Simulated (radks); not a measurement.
Problem. All-electron atom: Xe II in [Kr] 4d10 5s2 5p5. Calculated with a radial shooting solver on a logarithmic mesh with Libxc functionals: Dirac Kohn-Sham, PBE, spin-unpolarised, spherical densities, finite nucleus; open shells are shared between the two j in proportion to 2j + 1; Fermi nuclear charge, rms radius 4.7859 fm.

Spin-orbit splittings of the eigenvalues, e(l+1/2) - e(l-1/2), with zeta = 2 splitting/(2l+1) and mean radii in bohr:

shell  occ.  splitting (eV)  zeta (eV)  <r> j=l-1/2  <r> j=l+1/2
2p        6               ?          ?      0.09621       0.1020
3p        6           61.66      41.11       0.2962       0.3078
3d       10           13.03      5.212       0.2787       0.2824
4p        6           12.30      8.198       0.7458       0.7736
4d       10           1.987     0.7950       0.8698       0.8806
5p        5           1.381     0.9208        2.125        2.219

Estimate the 2p splitting.

Solution. 324.6 eV (zeta = 216.4 eV).
